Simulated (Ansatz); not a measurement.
Consider the cleavage of the Sb–Si bond: `C[SiH](Cl)[SbH2]` + `C=C=N` → `C=C=[N][SbH2]` + `C[SiH2]Cl`.

Program: Ansatz. Geometries: PBE0-D4/def2-TZVP. ΔE: electronic, gas phase. CCSD(T)/CBS is the MP2 limit (def2-TZVPP, def2-QZVPP) plus CCSD(T) − MP2 in def2-TZVPP, frozen cores. This one scheme is used for every species. DFT in def2-TZVPP. HSE06 is defined as in plane-wave codes. Elements past krypton have def2 core potentials. For Sb outer-core shells are correlated without core-valence functions, which leaves a few kJ/mol of doubt a bond. One conformer a species, not always the lowest.

Q: Is it downhill or uphill in electronic energy at CCSD(T)/CBS, and by how much? (Estimate.)

A: Computed: Uphill: ΔE = +7.3 kcal/mol.

Q: What do these levels give: PBE0-D4, r2SCAN0-D4, HSE06-D4, ωB97X-V, PBE-QIDH, HSE06, BHLYP, RPA@PBE/def2-TZVPP, HF/def2-SVP, HF/def2-TZVPP, MP2/def2-QZVPP, CCSD/CBS(def2)? (Estimate.)

A: The calculation gave: PBE0-D4 9.4, r2SCAN0-D4 8.3, HSE06-D4 9.4, ωB97X-V 6.4, PBE-QIDH 7.6, HSE06 8.7, BHLYP 4.8, RPA@PBE/def2-TZVPP 4.4, HF/def2-SVP 6.2, HF/def2-TZVPP 2.9, MP2/def2-QZVPP 6.1, CCSD/CBS(def2) 7.2 kcal/mol.

Largest T1 diagnostic among the species: 0.015.

Leaving LDA and LC-ωPBE aside and taking each functional with its dispersion term where it has one, the values, not all of them listed here, spread over 4.5 kcal/mol, from B97M-V to HSE06-D4. LDA lies +2.2 kcal/mol from PBE without D4. In def2-TZVPP, CCSD(T) changes the Hartree–Fock value by +3.2 kcal/mol (the triples alone add +0.1 kcal/mol) and MP2 by +2.7 kcal/mol.
